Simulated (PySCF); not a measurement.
Cl2I, SMILES Cl[I-]Cl, charge -1. Coordinates come from a B3LYP-D3(BJ)/def2-SVPD optimisation. The def2 effective core potentials stand for the cores of I; spin–orbit coupling is left out.

These are B3LYP-D3(BJ)/def2-SVPD (PySCF) values and carry that method's errors.

Harmonic wavenumbers (cm⁻¹): 99, 99, 227, 235. Rotational constants (GHz): 1.029 (linear); symmetry number 2.

Question: Work out the zero-point energy and the ideal-gas rigid-rotor harmonic-oscillator thermochemistry at 298.15 K and 1 atm.

Answer: ZPE = ½ Σ hcν = ½ × 658 cm⁻¹ = 0.94 kcal/mol. H − E(el) = 4.59 kcal/mol. Entropy in cal/(mol K): translation 41.75, rotation 17.91, vibration 10.71, total 70.37. G − E(el) = -16.40 kcal/mol. Cp = 14.44 cal/(mol K). Modes under 150 cm⁻¹ make the vibrational entropy uncertain.
